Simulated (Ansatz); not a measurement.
ClH₇N₂OSi₂ (`N[SiH2]O[SiH](N)Cl`), relaxed with RKS PBE0-D4/def2-TZVP in Ansatz 0.2.0 from a GFN2-xTB geometry. The force threshold is 0.005 eV/Å; the program also tests the step.

The species carries charge 0 and has multiplicity 1.

Start:

```xyz
13

N     1.817   -0.781    0.139
Si    1.500    0.909    0.200
O    -0.115    1.092    0.097
Si   -1.573    0.501   -0.224
N    -1.584   -1.171    0.175
Cl   -1.949    0.579   -2.193
H     2.768   -1.109    0.158
H     1.266   -1.341   -0.494
H     2.033    1.733   -0.888
H     1.858    1.375    1.535
H    -2.477    1.402    0.478
H    -2.395   -1.734   -0.020
H    -1.149   -1.455    1.037
```

How much energy does the relaxation release, and in how many steps? (Estimate.)

Computed: 21.07 kJ/mol, in 44 steps, 3 of them rejected.

Which bonds change most? (Best estimate.)

Computed: Si4–Cl6 from 2.006 to 2.078 Å; Si4–N5 from 1.719 to 1.697 Å; Si2–H10 from 1.459 to 1.481 Å; Si2–H9 from 1.464 to 1.481 Å.

Give the relaxed structure. (Estimate.)

Ansatz gave: 
```xyz
13

N     1.730   -0.733   -0.129
Si    1.418    0.918    0.196
O    -0.192    1.214    0.360
Si   -1.556    0.492   -0.135
N    -1.705   -1.031    0.599
Cl   -1.451    0.393   -2.208
H     2.186   -1.325    0.544
H     1.825   -1.082   -1.068
H     1.910    1.764   -0.916
H     2.057    1.260    1.488
H    -2.737    1.316    0.174
H    -2.575   -1.534    0.538
H    -0.911   -1.652    0.556
```
